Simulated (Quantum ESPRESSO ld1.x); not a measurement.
Dy, 66 electrons, occupied as [Xe] 4f9.5 6s2 6p0.5 (fractional occupations, a model configuration). All-electron calculation, Dirac Kohn-Sham, BLYP, spin-unpolarised, spherical densities, point nucleus; open shells fill j = l - 1/2 first. Program: ld1.x of Quantum ESPRESSO 7.5.

Normalised radial functions P(r) = r R(r) (large component), r in bohr:

| r | 6s1/2 |
|---|---|
| 0.002349 | 0.0269 |
| 0.002757 | 0.0299 |
| 0.003235 | 0.0332 |
| 0.003797 | 0.0365 |
| 0.004455 | 0.0399 |
| 0.005228 | 0.0431 |
| 0.006136 | 0.0459 |
| 0.007258 | 0.0483 |
| 0.008517 | 0.0496 |
| 0.009995 | 0.0496 |
| 0.01173 | 0.0478 |
| 0.01376 | 0.0438 |
| 0.01615 | 0.0370 |
| 0.01896 | 0.0272 |
| 0.02224 | 0.0140 |
| 0.0261 | -0.0022 |
| 0.03088 | -0.0219 |
| 0.03624 | -0.0415 |
| 0.04253 | -0.0598 |
| 0.0499 | -0.0734 |
| 0.05856 | -0.0789 |
| 0.06872 | -0.0726 |
| 0.08065 | -0.0523 |
| 0.09464 | -0.0181 |
| 0.1111 | 0.0258 |
| 0.1314 | 0.0728 |
| 0.1542 | 0.1054 |
| 0.1809 | 0.1130 |
| 0.2123 | 0.0866 |
| 0.2492 | 0.0270 |
| 0.2924 | -0.0522 |
| 0.3431 | -0.1258 |
| 0.4027 | -0.1647 |
| 0.4725 | -0.1471 |
| 0.559 | -0.0651 |
| 0.656 | 0.0528 |
| 0.7698 | 0.1724 |
| 0.9033 | 0.2539 |
| 1.06 | 0.2673 |
| 1.244 | 0.2016 |
| 1.46 | 0.0669 |
| 1.713 | -0.1093 |
| 2.01 | -0.2911 |
| 2.378 | -0.4506 |
| 2.791 | -0.5470 |
| 3.275 | -0.5777 |
| 3.843 | -0.5454 |
| 4.51 | -0.4636 |
| 5.293 | -0.3549 |
| 6.211 | -0.2435 |
| 7.289 | -0.1484 |
| 8.554 | -0.0794 |
| 10.12 | -0.0352 |
| 11.87 | -0.0137 |
| 13.93 | -0.0044 |
| 16.35 | -0.0012 |
| 19.19 | -0.0002 |

6s1/2: eigenvalue -4.500 eV, 5 radial nodes at r = 0.0256, 0.101, 0.264, 0.613, 1.56 bohr, <r> = 3.85 bohr, 90 % of the charge inside 5.71 bohr.
